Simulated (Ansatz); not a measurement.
`FCC(F)=C(F)F`. Total charge 0; spin multiplicity 1. All single points use the PBE0-D4/def2-TZVP geometry. It is one conformer, not always the lowest.

```xyz
9

F    -0.828   -0.382   -1.924
C    -0.240   -0.833   -0.755
C    -0.370    0.164    0.323
F    -1.589    0.312    0.855
C     0.619    0.908    0.799
F     1.850    0.856    0.353
F     0.493    1.771    1.770
H     0.813   -1.039   -0.953
H    -0.749   -1.757   -0.467
```

(1) What is the dipole moment at B3LYP/def2-TZVPP? (An estimate is asked.)

(2) And with PBE, r2SCAN, ωB97M-V? (An estimate is asked.)

(3) Give the Mulliken charges with B3LYP, PBE, ωB97M-V in def2-TZVPP. (An estimate is asked.)

Results:

(1) The calculation gave: 1.86 D, with components (1.22, -1.29, 0.56) D in this frame, pointing from negative to positive charge.

(2) Computed: PBE 1.73 D, r2SCAN 1.81 D, ωB97M-V 1.86 D.

(3) Computed: 
```json
{"atom": "F1", "B3LYP": "-0.23", "PBE": "-0.19", "ωB97M-V": "-0.22"}
{"atom": "C2", "B3LYP": "0.09", "PBE": "0.06", "ωB97M-V": "0.07"}
{"atom": "C3", "B3LYP": "0.09", "PBE": "0.04", "ωB97M-V": "0.08"}
{"atom": "F4", "B3LYP": "-0.19", "PBE": "-0.15", "ωB97M-V": "-0.19"}
{"atom": "C5", "B3LYP": "0.38", "PBE": "0.31", "ωB97M-V": "0.36"}
{"atom": "F6", "B3LYP": "-0.16", "PBE": "-0.12", "ωB97M-V": "-0.15"}
{"atom": "F7", "B3LYP": "-0.15", "PBE": "-0.11", "ωB97M-V": "-0.14"}
{"atom": "H8", "B3LYP": "0.09", "PBE": "0.08", "ωB97M-V": "0.09"}
{"atom": "H9", "B3LYP": "0.09", "PBE": "0.08", "ωB97M-V": "0.10"}
```

B3LYP here is the variant with VWN-RPA as its local correlation; programs differ in this.
